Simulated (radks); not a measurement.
The chromium ion Cr3+, 21 electrons, occupied as [Ar] 3d1.5 4s1.5 (fractional occupations, a model configuration). All-electron calculation, scalar-relativistic Kohn-Sham, PBEsol, spin-unpolarised, spherical densities, point nucleus. Program: a radial shooting solver on a logarithmic mesh with Libxc functionals.

Normalised radial functions P(r) = r R(r), r in bohr:

```
   r/bohr * 4s (the largest magnitude, 0.764, reaches the edge; | marks zero)
 0.003528                             |*
 0.004009                             |*
 0.004557                             | *
 0.005179                             | *
 0.005886                             | *
 0.006744                             | *
 0.007665                             | *
 0.008711                             |  *
 0.009901                             |  *
  0.01125                             |  *
  0.01279                             |   *
  0.01465                             |   *
  0.01665                             |   *
  0.01893                             |   *
  0.02151                             |    *
  0.02445                             |    *
  0.02779                             |    *
  0.03184                             |    *
  0.03618                             |    *
  0.04113                             |    *
  0.04674                             |   *
  0.05312                             |   *
  0.06086                             |  *
  0.06917                             | *
  0.07862                             |*
  0.08936                            *|
   0.1016                          *  |
   0.1154                         *   |
   0.1322                       *     |
   0.1503                      *      |
   0.1708                     *       |
   0.1942                    *        |
   0.2207                    *        |
   0.2508                      *      |
   0.2873                        *    |
   0.3266                           * |
   0.3712                             | *
   0.4218                             |     *
   0.4794                             |         *
   0.5493                             |            *
   0.6243                             |             *
   0.7096                             |             *
   0.8064                             |          *
   0.9166                             |      *
    1.042                             *
    1.193                      *      |
    1.356               *             |
    1.542         *                   |
    1.752    *                        |
    1.991  *                          |
    2.263  *                          |
    2.593     *                       |
    2.947         *                   |
     3.35              *              |
    3.807                   *         |
    4.327                       *     |
    4.918                          *  |
    5.634                            *|
    6.404                            *|
    7.278                             *
```

4s: eigenvalue -32.937 eV, 3 radial nodes at r = 0.0828, 0.348, 1.05 bohr, <r> = 2.29 bohr, 90 % of the charge inside 3.30 bohr.
